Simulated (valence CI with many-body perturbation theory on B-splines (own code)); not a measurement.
Energy levels of Sm⁴¹⁺

Calculated by valence CI with perturbative core correlation (CI+MBPT): three valence electrons over a frozen Dirac-Fock core [Ar], a basis of 7 s, 7 p, 8 d, 6 f, 4 g, 1 h functions for each j, with the one-electron correlation potential Σ1 (screened to all orders), the two-electron term Σ2, the three-electron term Σ3, Breit, model QED; selected single and double excitations, second order for the rest, scaled by the run's own slope (own B-spline code, finite nucleus).

The last digits are not significant, and no measured levels were compared; by estimate large intervals hold to a few tenths of a per cent, small ones and those within an open d or f shell to about a per cent. Only levels of the ground parity were solved; by the run's estimate the other parity begins above the list, which can be wrong where configurations are misplaced.

Levels 1 to 19 of 19, with energies above the lowest level, (3d3/2^3) J=3/2. "Leading %" is the weight of the configuration and term that name the level; weights of strongly mixed levels are sums over their largest components and can fall short. In the jj column 3d3/2^4 stands for four electrons in 3d with j = 3/2. Lifetimes count E1, E2, E3, M1 and M2 decay at the calculated energies, and are blank where another channel may lead or the interval is too uncertain; long ones can be off by a factor of two.

```csv
No.,Configuration,Term,J,E (cm⁻¹),Leading %,Lifetime,Leading jj
1,3d³,⁴F,3/2,0,53,,3d3/2^3 (96 %)
2,3d³,⁴F,5/2,202700,86,4.48 μs,3d3/2^2 3d5/2 (98 %)
3,3d³,⁴P,3/2,248180,40,5.13 μs,3d3/2^2 3d5/2 (97 %)
4,3d³,²G,7/2,263130,44,266 μs,3d3/2^2 3d5/2 (92 %)
5,3d³,²G,9/2,270800,43,260 ms,3d3/2^2 3d5/2 (97 %)
6,3d³,⁴P,1/2,279960,60,13.8 μs,3d3/2^2 3d5/2 (100 %)
7,3d³,⁴P,5/2,408750,53,18.2 μs,3d3/2^2 3d5/2 (83 %)
8,3d³,⁴F,7/2,466740,55,2.19 μs,3d3/2 3d5/2^2 (95 %)
9,3d³,⁴F,9/2,491410,53,3.79 μs,3d3/2 3d5/2^2 (94 %)
10,3d³,⁴P,3/2,524670,41,1.63 μs,3d3/2 3d5/2^2 (99 %)
11,3d³,²P,1/2,542530,60,2.70 μs,3d3/2 3d5/2^2 (100 %)
12,3d³,²H,11/2,555910,100,8.75 μs,3d3/2 3d5/2^2 (100 %)
13,3d³,²D,5/2,567010,58,3.65 μs,3d3/2 3d5/2^2 (82 %)
14,3d³,²F,5/2,603020,44,5.03 μs,3d3/2 3d5/2^2 (95 %)
15,3d³,²F,7/2,617950,85,6.22 μs,3d3/2 3d5/2^2 (96 %)
16,3d³,²D,3/2,720420,57,2.46 μs,3d3/2 3d5/2^2 (76 %)
17,3d³,²G,9/2,750650,54,1.72 μs,3d5/2^3 (96 %)
18,3d³,²D,3/2,854160,66,1.66 μs,3d5/2^3 (77 %)
19,3d³,²D,5/2,912610,64,1.14 μs,3d5/2^3 (92 %)
```

The ionisation energy to 3d² ³F2 of the next ion comes out as 3137.3 eV (NIST: 3137 ± 4 eV (theoretical)). All 19 levels together are meant to be complete up to 949110 cm⁻¹.
